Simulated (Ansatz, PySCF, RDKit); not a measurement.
Pair of molecules: HI (SMILES I) (first 2 atoms) with H4OSi (SMILES O[SiH3]); geometry from B3LYP-D3(BJ)/def2-TZVP, rigid monomers moved along the line of their centres of mass till H2···O3 is 1.82 Å.
(charge 0, multiplicity 1):
```xyz
8

I     -0.4232    -1.1697    -0.6328
H     -0.5765    -0.9602     0.9732
O     -0.6751    -0.6216     2.7587
Si     0.1773     0.6358     3.4346
H     -1.2728    -1.1338     3.3094
H     -0.7392     1.6533     4.0001
H      0.9649     1.2051     2.3265
H      1.0698     0.1506     4.5132
```

Interaction energies are E(AB) − E(A) − E(B) at the monomers' geometry in the complex; basis-set methods are counterpoise corrected. Rows marked so take none. RDKit's UFF carries no charges.

Frozen-core correlation. Filled d and f shells under p-block atoms count as core. CBS: X⁻³ extrapolation of the correlation energy, Hartree–Fock from the larger set. Rows in STO-3G carry no dispersion term and start afresh at each structure; the Pople sets are all-electron and without relativity.

Codes used: Ansatz (Gaussian orbitals); PySCF for STO-3G rows, the dispersion terms; RDKit for the force fields. Each number belongs to the level named beside it. In def2 rows elements past Kr take small-core potentials, without spin–orbit coupling.

```csv
level,interaction energy (kcal/mol)
UFF,38.11
HF/STO-3G (no counterpoise),-6.57
PBE/def2-TZVPPD,-2.38
r2SCAN-D4/def2-TZVPPD,-3.10
PBE0/def2-TZVPPD,-2.28
PBE0-D3(BJ)/def2-TZVPPD,-3.54
wB97X-V/def2-TZVPPD,-2.37
MP2/def2-SVPD,(withheld)
"MP2/CBS(def2-SVPD, def2-TZVPPD) + ΔCCSD(T)/def2-SVPD",(withheld)
```

Some entries are withheld; supply them.


- MP2/def2-SVPD, interaction energy (kcal/mol): -2.07
- MP2/CBS(def2-SVPD, def2-TZVPPD) + ΔCCSD(T)/def2-SVPD, interaction energy (kcal/mol): -1.78

Ansatz is an electronic-structure program.
